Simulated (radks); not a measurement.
Results of a calculation; reference values are marked as such.
Species: Rh3+. Configuration: [Kr] 4d5 5p1 (not the ground configuration). Level of theory: scalar-relativistic Kohn-Sham, r2SCAN, spin-unpolarised, spherical densities, finite nucleus; meta-GGA in the generalised Kohn-Sham scheme; Fermi nuclear charge, rms radius 4.4945 fm (a radial shooting solver on a logarithmic mesh with Libxc functionals).

Normalised radial functions P(r) = r R(r), r in bohr:

r,3d,4s
0.005363,0.0004,0.1648
0.008196,0.0013,0.2125
0.01262,0.0042,0.2503
0.01929,0.0132,0.2462
0.02971,0.0410,0.1527
0.0454,0.1159,-0.0592
0.06938,0.2963,-0.3272
0.1069,0.6636,-0.4052
0.1633,1.1910,-0.0152
0.2515,1.6274,0.5803
0.3844,1.5223,0.4188
0.5921,0.8570,-0.6427
0.9047,0.2531,-1.1878
1.382,0.0306,-0.6691
2.129,0.0009,-0.1306
3.254,0.0000,-0.0072
5.012,0.0000,-0.0001
7.659,0.0000,0.0000

3d: eigenvalue -348.01 eV, 0 radial nodes, <r> = 0.370 bohr, 90 % of the charge inside 0.587 bohr. 4s: eigenvalue -127.35 eV, 3 radial nodes at r = 0.0411, 0.165, 0.465 bohr, <r> = 0.970 bohr, 90 % of the charge inside 1.40 bohr.
